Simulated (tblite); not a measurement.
Parent: `[CH3:1][CH2:2][C@@H:3]1[CH2:4][C@H:5]1[SiH3:6]` with C1–C2–C3–C4 154°, C5H12Si.

Structures optimised with GFN2-xTB, isolated species. One conformer each, not checked by frequencies here.

```json
{"coordinate of the parent": "C1–C2", "value": "1.526 Å"}
{"coordinate of the parent": "C2–C3", "value": "1.510 Å"}
{"coordinate of the parent": "C3–C4", "value": "1.493 Å"}
{"coordinate of the parent": "C4–C5", "value": "1.506 Å"}
{"coordinate of the parent": "C5–Si6", "value": "1.880 Å"}
{"coordinate of the parent": "C3–C5", "value": "1.506 Å"}
{"coordinate of the parent": "C1–C2–C3", "value": "111.2°"}
{"coordinate of the parent": "C2–C3–C4", "value": "120.6°"}
{"coordinate of the parent": "C2–C3–C5", "value": "119.7°"}
{"coordinate of the parent": "C4–C3–C5", "value": "60.3°"}
{"coordinate of the parent": "C3–C4–C5", "value": "60.3°"}
{"coordinate of the parent": "C4–C5–Si6", "value": "120.8°"}
{"coordinate of the parent": "C3–C5–C4", "value": "59.4°"}
{"coordinate of the parent": "C3–C5–Si6", "value": "121.1°"}
```

Problem. How does the shared frame change in `[CH3:1][CH2:2][C@@H:3]1[CH2:4][C@:5]1([SiH3:6])[C:7]([CH3:8])=[S:9]` with C1–C2–C3–C4 153°, C4–C5–C7–C8 7°, C7H14SSi? Atoms pair as C1 = C1, C2 = C2, C3 = C3, C4 = C4, C5 = C5, Si6 = Si6 (parent first).

Solution. 
```csv
parent,relative,value in the relative,change
C1–C2,C1–C2,1.526 Å,0.000
C2–C3,C2–C3,1.508 Å,-0.002
C3–C4,C3–C4,1.485 Å,-0.008
C4–C5,C4–C5,1.510 Å,+0.004
C5–Si6,C5–Si6,1.905 Å,+0.025
C3–C5,C3–C5,1.531 Å,+0.025
C1–C2–C3,C1–C2–C3,111.1°,-0.1
C2–C3–C4,C2–C3–C4,122.9°,+2.3
C2–C3–C5,C2–C3–C5,122.0°,+2.3
C4–C3–C5,C4–C3–C5,60.1°,-0.2
C3–C4–C5,C3–C4–C5,61.5°,+1.2
C4–C5–Si6,C4–C5–Si6,121.0°,+0.2
C3–C5–C4,C3–C5–C4,58.5°,-0.9
C3–C5–Si6,C3–C5–Si6,113.4°,-7.7
```

Of the parent's bonds, C5–Si6 and C3–C5 change most and about equally (+0.025 Å). Bonds of the relative outside the shared frame: C5–C7 1.453, C7–C8 1.491, C7=S9 1.639 Å. Point group C1 → C1.

All values are computed, not measured.
